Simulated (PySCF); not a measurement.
GeF₄ + H₂O → H₂GeO + 2 F₂

Level: PBE0 in the def2-TZVP basis family, all electrons, no relativity, computed in PySCF with density fitting; open shells unrestricted.

| species | state and structure | E (Eh) | ZPE (kJ/mol) | H(298 K) − H(0) (kJ/mol) | S° (J/(mol K)) |
| --- | --- | --- | --- | --- | --- |
| GeF₄ | singlet, Td, Ge–F 1.692 Å (×4) | -2476.07113 | 25.8 | 17.4 | 303.3 |
| H₂O | singlet, C2v, O–H 0.960 Å (×2); H–O–H 105.1° | -76.37736 | 56.5 | 9.9 | 188.7 |
| H₂GeO | singlet, C2v, Ge–H 1.542 Å (×2), Ge–O 1.632 Å; H–Ge–H 113.2°, H–Ge–O 123.4° (×2) | -2153.06709 | 43.7 | 11.0 | 248.5 |
| F₂ | singlet, D∞h, F–F 1.376 Å | -199.40856 | 6.6 | 8.7 | 201.9 |

Q: What is the electronic reaction energy?

A: At PBE0/def2-TZVP, ΔE = 1481.5 kJ/mol from the differences of the total energies times 2625.5, uphill. 

Q: Add zero-point, thermal and entropy terms for 298.15 K and 1 bar.

A: ΔZPE = -25.4 and Δ[H(298) − H(0)] = 1.1 kJ/mol give ΔH° = 1457.2 kJ/mol. ΔS° = 160.3 J/(mol K), so ΔG° = 1457.2 − 298.15 × (0.1603) = 1409 kJ/mol.

Only the bonding shown was studied: isomers, or loss of a ligand pair, can lie lower.
